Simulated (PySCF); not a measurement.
## Polarisability and C₆ of Cr⁺ (chromium, charge +1)

[Ar] 3d5, high-spin 6S determinant. Calculation: PySCF 2.14, in aug-cc-pwCVTZ-DK (10s9p7d4f3g, 127 functions); the spin-free X2C one-electron Hamiltonian (Gaussian nucleus). Coupled (time-dependent) response in atomic units; α is the mean over directions.

| method | mean α (bohr³) | C₆ (like pair) | S(−4) |
| --- | --- | --- | --- |
| UHF | 9.249 | 33.60 | 83.00 |
| PBE | 14.41 | 54.03 | 294.6 |

S(−4) is the Cauchy moment in α(ω) = α(0) + S(−4) ω² + …

α(iu) at PBE:

```json
{"u (hartree)": "0", "α(iu) (bohr³)": "14.41"}
{"u (hartree)": "0.0500", "α(iu) (bohr³)": "13.72"}
{"u (hartree)": "0.100", "α(iu) (bohr³)": "12.16"}
{"u (hartree)": "0.200", "α(iu) (bohr³)": "9.106"}
{"u (hartree)": "0.300", "α(iu) (bohr³)": "7.167"}
{"u (hartree)": "0.500", "α(iu) (bohr³)": "5.079"}
{"u (hartree)": "0.750", "α(iu) (bohr³)": "3.680"}
{"u (hartree)": "1.00", "α(iu) (bohr³)": "2.826"}
{"u (hartree)": "1.50", "α(iu) (bohr³)": "1.852"}
{"u (hartree)": "2.00", "α(iu) (bohr³)": "1.321"}
{"u (hartree)": "3.00", "α(iu) (bohr³)": "0.7741"}
{"u (hartree)": "5.00", "α(iu) (bohr³)": "0.3615"}
```

A single London oscillator, α(iu) = α/(1 + u²/ω²), gives C₆ = (3/4) ω α². Matching the computed C₆ needs ω = 4 × 54.03 / (3 × 14.41²) = 0.347 hartree.

For an ion, C₆ is the dispersion term alone; charge-induced terms of lower order in 1/R come first.
